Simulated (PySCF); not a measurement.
Compound: o-phenylenediamine, C₆H₈N₂.
SMILES: `Nc1ccccc1N`

Theory: PBE0-D3(BJ)/def2-SVP geometry optimisation, gas phase (PySCF 2.14.0).

Masses are those of the commonest isotopes; rigid-rotor values at the optimised geometry. 

(1) What are A, B and C (GHz)?

(2) What kind of rotor is it?

(3) Is it planar, by Δ = Ic − Ia − Ib?

(4) Give the coordinates in the principal-axis frame, origin at the centre of mass.

(5) List the rotational levels J(Ka,Kc) to J = 3 (cm⁻¹).

(6) Which types of transition are allowed, and where do some lines up to J = 3 fall?

(7) Estimate the classical rotational partition function at 100 K, 200 K and 500 K.

## Answers

(1) Ia = 150.24, Ib = 228.15, Ic = 376.73 u·Å²; 505379 MHz·u·Å²/I gives 3364, 2215 and 1341 MHz, that is A = 3.3638, B = 2.2151, C = 1.3415 GHz.

(2) An asymmetric top: κ = (2 × 2215 − 3364 − 1341)/(3364 − 1341) = -0.14.

(3) Not planar: Δ = Ic − Ia − Ib = -1.66 u·Å². For a rigid frame Δ = −2 Σ m c², so Σ m c² = 0.83 u·Å² lies off the ab plane: 0.80 from hydrogen and 0.03 from heavier atoms. The atom farthest from that plane is 0.62 Å away.

(4) The sense of each axis is arbitrary; atoms in the order of the calculation.
```json
{"atom": "N1", "mass (u)": "14.003", "a (Å)": "-1.755", "b (Å)": "-1.351", "c (Å)": "0.023"}
{"atom": "C2", "mass (u)": "12.000", "a (Å)": "-0.517", "b (Å)": "-0.708", "c (Å)": "-0.003"}
{"atom": "C3", "mass (u)": "12.000", "a (Å)": "0.701", "b (Å)": "-1.388", "c (Å)": "0.017"}
{"atom": "C4", "mass (u)": "12.000", "a (Å)": "1.913", "b (Å)": "-0.695", "c (Å)": "0.015"}
{"atom": "C5", "mass (u)": "12.000", "a (Å)": "1.913", "b (Å)": "0.696", "c (Å)": "-0.015"}
{"atom": "C6", "mass (u)": "12.000", "a (Å)": "0.701", "b (Å)": "1.388", "c (Å)": "-0.016"}
{"atom": "C7", "mass (u)": "12.000", "a (Å)": "-0.517", "b (Å)": "0.708", "c (Å)": "0.003"}
{"atom": "N8", "mass (u)": "14.003", "a (Å)": "-1.756", "b (Å)": "1.350", "c (Å)": "-0.023"}
{"atom": "H9", "mass (u)": "1.008", "a (Å)": "-2.423", "b (Å)": "-0.927", "c (Å)": "-0.617"}
{"atom": "H10", "mass (u)": "1.008", "a (Å)": "-1.699", "b (Å)": "-2.351", "c (Å)": "-0.131"}
{"atom": "H11", "mass (u)": "1.008", "a (Å)": "0.695", "b (Å)": "-2.482", "c (Å)": "0.019"}
{"atom": "H12", "mass (u)": "1.008", "a (Å)": "2.854", "b (Å)": "-1.249", "c (Å)": "0.027"}
{"atom": "H13", "mass (u)": "1.008", "a (Å)": "2.854", "b (Å)": "1.250", "c (Å)": "-0.027"}
{"atom": "H14", "mass (u)": "1.008", "a (Å)": "0.695", "b (Å)": "2.482", "c (Å)": "-0.018"}
{"atom": "H15", "mass (u)": "1.008", "a (Å)": "-2.424", "b (Å)": "0.927", "c (Å)": "0.618"}
{"atom": "H16", "mass (u)": "1.008", "a (Å)": "-1.700", "b (Å)": "2.351", "c (Å)": "0.129"}
```

(5) Above 0(0,0):
J = 1: 1(0,1) 0.1186, 1(1,1) 0.1570, 1(1,0) 0.1861
J = 2: 2(0,2) 0.3445, 2(1,2) 0.3651, 2(1,1) 0.4525, 2(2,1) 0.5675, 2(2,0) 0.5789
J = 3: 3(0,3) 0.6629, 3(1,3) 0.6711, 3(1,2) 0.8429, 3(2,2) 0.9234, 3(2,1) 0.9723, 3(3,1) 1.1940, 3(3,0) 1.1970
The levels of one J sum to (2J + 1)J(J + 1)(A + B + C)/3.

(6) The dipole components are |μa| = 1.73 D, |μb| = 0.00 D, |μc| = 0.00 D; the symmetry axis of this C2 structure is a, so μb and μc vanish by symmetry and there are no b-type or c-type lines. Some lines, for components of 0.1 D or more:

| type | branch | J(Ka,Kc) | MHz | lower level (cm⁻¹) |
| --- | --- | --- | --- | --- |
| a | Q | 2(2,0) ← 2(2,1) | 343 | 0.567 |
| a | Q | 1(1,0) ← 1(1,1) | 874 | 0.157 |
| a | Q | 3(2,1) ← 3(2,2) | 1466 | 0.923 |
| a | Q | 2(1,1) ← 2(1,2) | 2621 | 0.365 |
| a | R | 1(0,1) ← 0(0,0) | 3557 | 0.000 |
| a | Q | 3(1,2) ← 3(1,3) | 5150 | 0.671 |
| a | R | 2(1,2) ← 1(1,1) | 6240 | 0.157 |
| a | R | 2(0,2) ← 1(0,1) | 6771 | 0.119 |
| a | R | 2(1,1) ← 1(1,0) | 7987 | 0.186 |
| a | R | 3(1,3) ← 2(1,2) | 9175 | 0.365 |
| a | R | 3(0,3) ← 2(0,2) | 9546 | 0.344 |
| a | R | 3(2,2) ← 2(2,1) | 10670 | 0.567 |
| a | R | 3(1,2) ← 2(1,1) | 11703 | 0.453 |
| a | R | 3(2,1) ← 2(2,0) | 11793 | 0.579 |

(7) Point group C2, symmetry number σ = 2; q = (√π/σ)·√((kT/h)³/(ABC)), k/h = 20836.6 MHz/K: 26700 at 100 K, 75400 at 200 K, 298000 at 500 K.

No frequency check. No vibrational averaging or centrifugal distortion is included, and the geometry carries the error of its method. A rigid rotor knows nothing of inversion at nitrogen, which can split or shift real lines. Quadrupole hyperfine structure (14N) is left out.

The values belong to the conformer `[NH2:1][c:2]1[cH:3][cH:4][cH:5][cH:6][c:7]1[NH2:8]`: H–N1–C2–C3 -138°, H–N1–C2–C3 -12°, H–N8–C7–C6 -138°, H–N8–C7–C6 -12°.
